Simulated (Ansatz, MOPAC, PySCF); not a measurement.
Gas-phase reaction in SMILES: C[CH][O][GeH3] → CC[O][GeH2]

Wanted: isomerisation energy (enthalpy at 298 K), in kcal/mol. Terms: open shells spin-unrestricted; dispersion terms only where a functional's name holds one; frozen cores in correlated levels (noble-gas shells and the d and f shells of earlier blocks); six Cartesian d functions in 6-31G* and its kin unless marked 5d; LANL2DZ with its own core potentials from Na on; no spin-orbit coupling; non-relativistic. First-principles rows: single points at B3LYP-D3(BJ) geometries (Ansatz, a first-principles code), with unscaled harmonic terms from B3LYP/6-31G* (LANL2DZ past Ar) (Ansatz) at its own minima. Semi-empirical rows: MOPAC heats of formation at their own minima for 298 K.

```json
[
 {"level": "AM1", "program": "MOPAC", "isomerisation energy (enthalpy at 298 K) (kcal/mol)": "-16.6"},
 {"level": "PM3", "program": "MOPAC", "isomerisation energy (enthalpy at 298 K) (kcal/mol)": "-17.2"},
 {"level": "SVWN5/6-31G*", "program": "Ansatz", "isomerisation energy (enthalpy at 298 K) (kcal/mol)": "-13.9"},
 {"level": "PBE/STO-3G", "program": "Ansatz", "isomerisation energy (enthalpy at 298 K) (kcal/mol)": "-1.9"},
 {"level": "PBE/LANL2DZ", "program": "Ansatz", "isomerisation energy (enthalpy at 298 K) (kcal/mol)": "-14.6"},
 {"level": "BP86/6-31G* with LANL2DZ past Ar (5d)", "program": "PySCF", "isomerisation energy (enthalpy at 298 K) (kcal/mol)": "-12.8"},
 {"level": "B3LYP/STO-3G", "program": "Ansatz", "isomerisation energy (enthalpy at 298 K) (kcal/mol)": "2.0"},
 {"level": "B3LYP/6-31G", "program": "Ansatz", "isomerisation energy (enthalpy at 298 K) (kcal/mol)": "-12.7"},
 {"level": "B3LYP/6-31G* with LANL2DZ past Ar", "program": "Ansatz", "isomerisation energy (enthalpy at 298 K) (kcal/mol)": "-11.7"},
 {"level": "MP2/3-21G", "program": "Ansatz", "isomerisation energy (enthalpy at 298 K) (kcal/mol)": "-12.5"},
 {"level": "MP2/LANL2DZ", "program": "Ansatz", "isomerisation energy (enthalpy at 298 K) (kcal/mol)": "-13.1"},
 {"level": "MP2/6-31G*", "program": "Ansatz", "isomerisation energy (enthalpy at 298 K) (kcal/mol)": "-13.8"},
 {"level": "MP2/6-31G* with LANL2DZ past Ar", "program": "Ansatz", "isomerisation energy (enthalpy at 298 K) (kcal/mol)": "-15.2"},
 {"level": "B2PLYP-D3(BJ)/def2-TZVPD", "program": "Ansatz + dftd3", "isomerisation energy (enthalpy at 298 K) (kcal/mol)": "-9.4"}
]
```

No value to compare with is used here. The 13 habitual levels span -17.2 (PM3) to 2.0 kcal/mol (B3LYP/STO-3G); B2PLYP-D3(BJ)/def2-TZVPD gives -9.4.

The levels are drawn from those run, B3LYP/6-31G* more often than the rest, none by its result; left out are runs that failed, that the program found above a lower state of the same kind, or whose <S^2> lies over 0.5 above the pure value.
